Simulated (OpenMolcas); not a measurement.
Systems:
- V2+ on the Mg site of MgS (host space group Fm-3m, cell from Materials Project; site symmetry m-3m, 6 S neighbours at 2.65 Å on average after a typed radial shift of +0.04 Å), as a cluster of the dopant and its first shell in 18 model-potential ions and 460 point charges fitted to the lattice potential, without relaxation or charge compensation

Method: state-averaged CASSCF on the open d shell with SC-NEVPT2, ANO basis sets as named, scalar-relativistic DKH2, RICD, in OpenMolcas. State energies are spin-free and vertical. Orbital splittings and repulsion parameters are fits to the integrals of the highest spin's CASSCF orbitals. Times are rough, from shared cores.

```
case                                     ground state  first state of the same spin (cm⁻¹)  first state of another spin (cm⁻¹)  d-orbital splitting (cm⁻¹)  Racah B (cm⁻¹)  basis functions  relative time
---------------------------------------  ------------  -----------------------------------  ----------------------------------  --------------------------  --------------  ---------------  -------------
ANO-RCC-VDZP                                     ⁴A₂g                            ⁴T₂g 9080                        ²Eg(1) 11990                        8020             888              142              1
ANO-RCC-VTZP on V and ANO-RCC-VDZ on S           ⁴A₂g                            ⁴T₂g 9400                        ²Eg(1) 11510                        8120             904              137              1
ANO-RCC-VTZP on V and ANO-RCC-VDZP on S          ⁴A₂g                            ⁴T₂g 9110                        ²Eg(1) 10910                        7840             893              167              1
ANO-RCC-VQZP on V and ANO-RCC-VDZP on S          ⁴A₂g                            ⁴T₂g 8990                        ²Eg(1) 10580                        7740             894              203              4
```

The minimal active space holds the metal's open shell only. The geometry is a model, so the numbers describe that model and not a measured compound. Sulfide, selenide, telluride and nitride hosts are partly covalent, so formal ionic charges are a crude embedding.
